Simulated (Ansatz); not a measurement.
GaH2Br. Charge 0, multiplicity 1. Geometry PBE-D4/def2-TZVP, basis def2-TZVP, Ansatz.

| atom | x (Å) | y (Å) | z (Å) |
| --- | --- | --- | --- |
| Ga1 | 0.032 | 0.192 | -0.152 |
| H2 | -0.742 | 0.099 | -1.509 |
| H3 | 0.978 | 1.316 | 0.390 |
| Br4 | -0.267 | -1.606 | 1.271 |

| run | HOMO (eV) | LUMO (eV) |
| --- | --- | --- |
| A | -8.05 | -1.93 |
| B | -6.93 | -2.98 |
| C | -7.22 | -2.66 |
| D | -6.65 | -2.65 |
| E | -6.76 | -2.59 |
| F | -7.66 | -2.30 |

HSE06 is defined as in plane-wave codes, on full-range PBE exchange.

Q: The runs used B97M-V, BLYP, HSE06, LDA (SPW92), PBE0, revPBE. Estimate which is which.

A: A PBE0 (25 % exact exchange); B LDA (SPW92) (0 % exact exchange); C B97M-V (0 % exact exchange); D BLYP (0 % exact exchange); E revPBE (0 % exact exchange); F HSE06 (range-separated). Exact exchange lowers occupied and raises empty levels; among semilocal functionals meta-GGAs tend to open the gap a little, and such runs are hard to tell apart. The gap grows from 3.95 eV (LDA (SPW92)) to 6.12 eV (PBE0).
